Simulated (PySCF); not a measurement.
Working with the constants of CdN

revPBE constants of CdN, ⁴Σ⁻ (quartet), unpaired electrons σ ↑, π ↑↑ (basis Cd cc-pVDZ-PP with ECP28, N cc-pVDZ; scalar-relativistic core potentials; PySCF 2.14; masses 113.9034 and 14.0031 u):

- ωe: 195.1 cm⁻¹
- ωexe: 6.31 cm⁻¹
- Be: 0.23251 cm⁻¹
- αe: 0.00684 cm⁻¹
- De to Cd + N: 0.201 eV

(1) What force constant and bond length do these constants imply?

(2) Estimate the centrifugal constant D from the Kratzer relation and find the Dunham coefficient a1.

The bond is weak. Basis-set superposition, not corrected here, can be much of De in a small basis, most of all at correlated wavefunction levels. Functionals without a dispersion term scatter widely for such bonds, and LDA overbinds them. Spin–orbit coupling is left out. The state was picked by a PBE0 search and need not be the measured ground state.

Results:

(1) Reduced mass μred = 12.470 u; k = 5.8918×10⁻⁷·μred·ωe² (u, cm⁻¹, mdyn/Å) = 0.280 mdyn/Å; Re = √(16.8576/(μred·Be)) (u, cm⁻¹, Å) = 2.411 Å.

(2) D = 4Be³/ωe² = 1.32e-06 cm⁻¹; a1 = −1 − αeωe/(6Be²) = -5.11.
